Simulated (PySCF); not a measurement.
Species: C5H3NO (charge -1 and doublet state).
Z-matrix (Å and degrees, GFN2-xTB geometry), rows numbered from 1:
```
C 
C   1  1.2443
C   2  1.3632  1  162.03
C   3  1.4124  2  131.95  1    92.11
N   4  1.3457  3  110.47  2   174.56
C   5  1.3082  4  105.80  3    -0.31
O   6  1.3866  5  114.92  4     0.06
H   1  1.0711  2  137.53  3  -176.92
H   4  1.0754  3  127.43  2    -6.09
H   6  1.0729  5  127.06  4  -179.57
```

The geometry is computed with GFN2-xTB (gas phase). This method treats the open shell by occupation alone, without spin polarisation.

Take the most abundant isotopes and a rigid rotor. The values belong to one conformer with, in the numbering `[H]/[C-:1]=[C:2]/[c:3]1[cH:4][n:5][cH:6][o:7]1`, C1–C2–C3–C4 92°.

Problem. What are A, B and C (GHz)?

Solution. Ia = 53.97, Ib = 250.98, Ic = 303.70 u·Å²; 505379 MHz·u·Å²/I gives 9364, 2014 and 1664 MHz, that is A = 9.3642, B = 2.0136, C = 1.6641 GHz.

Problem. What kind of rotor is it?

Solution. A near-prolate asymmetric top. Ray's parameter κ = (2B − A − C)/(A − C) = -0.909; −1 is the prolate and +1 the oblate limit.

Problem. What does the inertial defect say?

Solution. Not planar: Δ = Ic − Ia − Ib = -1.26 u·Å². For a rigid frame Δ = −2 Σ m c², so Σ m c² = 0.63 u·Å² lies off the ab plane: 0.15 from hydrogen and 0.48 from heavier atoms. The atom farthest from that plane is 0.38 Å away.

Problem. Give the other two planar moments, Paa and Pbb, and the rms extents of the mass along the axes.

Solution. Paa = Σ m a² = (Ib + Ic − Ia)/2 = 250.36 and Pbb = Σ m b² = (Ia + Ic − Ib)/2 = 53.34 u·Å². With the mass M = 93.02 u, the rms extents √(P/M) along a, b and c are 1.64, 0.76, 0.08 Å.

Problem. Estimate the classical rotational partition function at 200 K, 298.15 K and 500 K.

Solution. Point group C1, symmetry number σ = 1; q = (√π/σ)·√((kT/h)³/(ABC)), k/h = 20836.6 MHz/K: 85100 at 200 K, 155000 at 298.15 K, 336000 at 500 K.

For this open shell read J as N, the rotation without spin; fine and hyperfine splittings come on top. Not checked by GFN2-xTB frequencies. Whether the extra electron is bound in the gas phase wasn't checked; a finite basis holds it in any case. Zero-point vibration and centrifugal distortion are left out.
